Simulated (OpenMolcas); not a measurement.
Mo4+ with 6 ligands (water) in octahedral coordination (Th) at 2.01 Å. Ligand basis ANO-RCC-VDZP.
```
Mo    0.0000    0.0000    0.0000
O     2.0100    0.0000    0.0000
H     2.5870    0.7797    0.0000
H     2.5870   -0.7797    0.0000
O     0.0000    2.0100    0.0000
H     0.0000    2.5870    0.7797
H     0.0000    2.5870   -0.7797
O    -2.0100    0.0000    0.0000
H    -2.5870    0.7797    0.0000
H    -2.5870   -0.7797    0.0000
O     0.0000   -2.0100    0.0000
H     0.0000   -2.5870    0.7797
H     0.0000   -2.5870   -0.7797
O     0.0000    0.0000    2.0100
H     0.7797    0.0000    2.5870
H    -0.7797    0.0000    2.5870
O     0.0000    0.0000   -2.0100
H     0.7797    0.0000   -2.5870
H    -0.7797    0.0000   -2.5870
```

```json
{
 "Program": "OpenMolcas 26.06",
 "Method": "SS-CASPT2, IPEA 0.25 Eh, imaginary shift 0.1 Eh (closed shells correlated: 4s 4p and the ligand valence shells)",
 "Basis": "ANO-RCC-VTZP [7s6p4d2f1g]",
 "Scalar Hamiltonian": "DKH2, point nucleus",
 "Active space": "2 electrons in 5 orbitals (4d)",
 "State averaging": "2S+1 = 3 even, 10 roots; 2S+1 = 1 even, 15 roots",
 "Spin-orbit coupling": "state interaction with AMFI integrals over the reference wave functions"
}
```

Q: What is the spin-free ground state (labels of O, taken over from Oh, the nearest higher group)?

A: 3T1, 3-fold in its orbital part; it has the highest spin that d2 allows.

Q: Where is the first state of the same spin?

A: 3T2 at 32000 cm-1 above the ground state.

Q: What are the lowest two levels with spin-orbit coupling?

A: A 2-fold level, then a 3-fold level 27 cm-1 above it. Their leading multiplicities are 3 (99 %) and 3 (99 %).

Q: What is χT at 300 K, and how does it compare with the textbook value?

A: The lowest level has 2S+1 = 3, for which the spin-only value is χT = S(S+1) / 2 = 1.000 cm3 K/mol (g = 2). The computed 0.399 at 300 K differs by -0.601, through orbital momentum, spin-orbit coupling and any other state in reach. With a threefold ground state the orbital momentum is unquenched, so the spin-only value is not expected to hold.

Q: Which ligand-field parameters describe the states?

A: A least-squares ligand-field fit to the states below 45000 cm-1, each weighted by its degeneracy and with a free common offset, gives 10Dq = 33412 cm-1, B = 504 cm-1 and C = 2128 cm-1 (C/B = 4.22), with an rms deviation of 151 cm-1. The same method and metal basis give the free ion B = 776 cm-1 (fit to its terms below 60000 cm-1, rms deviation 446 cm-1), so the nephelauxetic ratio is β = 504 / 776 = 0.65; it hangs on how both fits weigh the states, and computed free-ion B values tend to be too large, so β mixes covalency with correlation.

Roots that are degenerate in the reference are averaged as groups; the widest CASPT2 spread within a group is 650 cm-1 (the 3-fold group of multiplicity 3 near 32000 cm-1 above the lowest state of its run). Shifts and gaps below about the spread of the groups concerned are not significant. Over all roots computed the reference weight is 0.69 to 0.70; a low but even weight reflects the number of correlated electrons. An orbital triplet at a regular site is open to Jahn-Teller coupling, which can distort the site and quench the lowest spin-orbit gaps and is left out. The least metal-like active orbital is 77 % on the metal (Löwdin) and no ligand orbital is active, so the numbers are rough. Ligand-to-metal charge-transfer states are missing. With no ligand orbital active B as a rule stays too high, so bands that hang on it stand too high and its fall with covalency is understated. With one d shell and no ligand orbital active, 10Dq can be off by a tenth or more. No measured value stands beside these numbers; the geometry is a model, was not optimised and need not be the one that this ion takes.
